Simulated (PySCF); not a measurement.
W(O)2(NH2)2 (H4N2O2W), SMILES [O]=[W]([NH2])([NH2])=[O], multiplicity 1. Heavy atoms are numbered as in [W:1](=[O:2])(=[O:3])([NH2:4])[NH2:7]. Hydrogens are named by the atom that carries them.

The structure is a stationary point at B3LYP-D3(BJ)/def2-SVP. The multiplicity is an assumed one; other spin states were not compared. The def2 effective core potentials stand for the cores of W; spin–orbit coupling is left out. Other conformers were not sampled.

These are CAM-B3LYP/def2-TZVP run with PySCF values and carry that method's errors.

ESP charges are fitted to the potential on shells at 1.4 to 2.0 van der Waals radii. Atomic charges (e), one atom of each kind:

```json
[
 {"atom": "W1", "ESP fit": "1.82", "Löwdin": "0.81"},
 {"atom": "O2", "ESP fit": "-0.60", "Löwdin": "-0.33"},
 {"atom": "N4 (NH2)", "ESP fit": "-1.21", "Löwdin": "-0.40"},
 {"atom": "H on N4", "ESP fit": "0.45", "Löwdin": "0.16"}
]
```
